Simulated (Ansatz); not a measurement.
## Worked example: SnCl4 + GeH(CH3)2 → SnCl3 + GeH(CH3)2Cl

Species: SnCl4 (tin tetrachloride) `[Cl][Sn]([Cl])([Cl])[Cl]`, singlet; GeH(CH3)2, doublet; SnCl3 `[Cl][Sn]([Cl])[Cl]`, doublet; GeH(CH3)2Cl, singlet. A radical takes Cl: the energy is the difference in strength between the Sn–Cl bond broken and the Ge–Cl bond made.

Shapes, held fixed at every level: PBE0-D4/def2-TZVP. Programs: Ansatz 0.2.0. Electronic energies: no zero-point or thermal term.

At CCSD(T)/def2-TZVPP; 1 Eh = 2625.50 kJ/mol:

```
    species   energy (Eh)
      SnCl4  -2052.746540
  GeH(CH3)2  -2155.845841
      SnCl3  -1592.950059
GeH(CH3)2Cl  -2615.674524
```

Problem. Work out ΔE of the reaction at this level.

Solution. 
1. Products less reactants: (-1592.950059) + (-2615.674524) − [(-2052.746540) + (-2155.845841)] = -0.032202 Eh = -84.5 kJ/mol.

Other levels give -98.0 (PBE-D4/def2-TZVPP) to -82.2 kJ/mol (MP2/def2-TZVPP). No measured value is set beside it here. Open shells run unrestricted unless RO is named. For atoms past krypton def2 sets carry core potentials with scalar relativity. Relativity is left out for Ge unless named. Correlated rows may include outer-core shells of Ge, Sn, which these sets cover unevenly.
